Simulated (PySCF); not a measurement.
C₅H₇F. Atoms are numbered in the order given.

```xyz
13

C      2.4470     0.3104     0.4796
C      1.2629    -0.0813     0.0041
C     -0.0295     0.1610     0.6698
C     -1.1062    -0.9159     0.6419
C     -1.2716     0.3184    -0.1583
F     -1.1506     0.2165    -1.5055
H      2.5340     0.8528     1.4263
H      3.3722     0.1027    -0.0630
H      1.2144    -0.6162    -0.9509
H      0.0219     0.7757     1.5743
H     -0.8672    -1.8244     0.0822
H     -1.7238    -1.0677     1.5305
H     -2.0116     1.0730     0.1280
```

Geometry optimised at PBE0-D3(BJ)/def2-SVP. Other conformers were not sampled.

Method: PySCF with M06-2X/def2-TZVP.

The molecule is in vacuum.

```
Item                                                                                                            Value
---------------------------------------------------------------------------------------------  ----------------------
total energy                                                                                       -294.51499 hartree
highest occupied level                                                                                       -8.19 eV
lowest empty level                                                                                            1.09 eV
orbital gap                                                                                                   9.28 eV
dipole moment                                                                                                  1.70 D
quadrupole, principal values (traceless, Buckingham form, about the centre of nuclear charge)   -5.89, 0.24, 5.65 D·Å
mean static polarisability                                                                       59.2 bohr³ (8.77 Å³)
polarisability, principal values                                                               47.2, 51.3, 79.0 bohr³
```
